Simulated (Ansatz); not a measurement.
Reaction (atomization): `[Ge][Te]` → Ge• + Te•

Isolated molecules relaxed with PBE0-D4/def2-TZVP in Ansatz; ΔE leaves out vibrations. CCSD(T)/CBS is the MP2 limit (def2-TZVPP, def2-QZVPP) plus CCSD(T) − MP2 in def2-TZVPP, frozen cores. DFT in def2-TZVPP. HSE06 is defined as in plane-wave codes. Open shells (•) are unrestricted, without spin–orbit coupling. Spin–orbit coupling would lower the free atoms: clearly for Ge; strongly for Te. Elements past krypton have def2 core potentials. Bonds to Ge, Te are less sure, by a few kJ/mol each and by 10 to 20 or more in all where they break to atoms, as the def2 sets lack core-valence functions. Scalar relativity is left out up to krypton.

CCSD(T)/CBS gives +4.72 eV.

Question: Another level gave +4.49 eV. Which?
A. HSE06-D4/def2-TZVPP
B. r2SCAN/def2-TZVPP
C. ωB97X-V/def2-TZVPP
D. BHLYP/def2-TZVPP

Answer: B. r2SCAN 4.49, ωB97X-V 4.35, HSE06-D4 4.43, BHLYP 3.98 eV.

Largest T1 diagnostic among the species: 0.018.

From PBE to PBE0 (25 % exact exchange), in def2-TZVPP and without D4, ΔE moves by −0.34 eV: exact exchange takes away binding that semilocal exchange gives to molecules. Leaving LDA and LC-ωPBE aside and taking each functional with its dispersion term where it has one, the values, not all of them listed here, spread over 0.68 eV, from BHLYP-D4 to PBE-D4. LDA lies +0.87 eV from PBE without D4, its usual overbinding. In def2-TZVPP, CCSD(T) changes the Hartree–Fock value by +2.22 eV (the triples alone add +0.35 eV) and MP2 by +2.41 eV; breaking electron pairs costs correlation energy, which Hartree–Fock lacks.

For atomizations the MP2-based limit and the directly extrapolated one differ by several kJ/mol either way, and by 10 to 25 for some Ge, Se and Sn compounds, so smaller differences from it don't rank the levels.
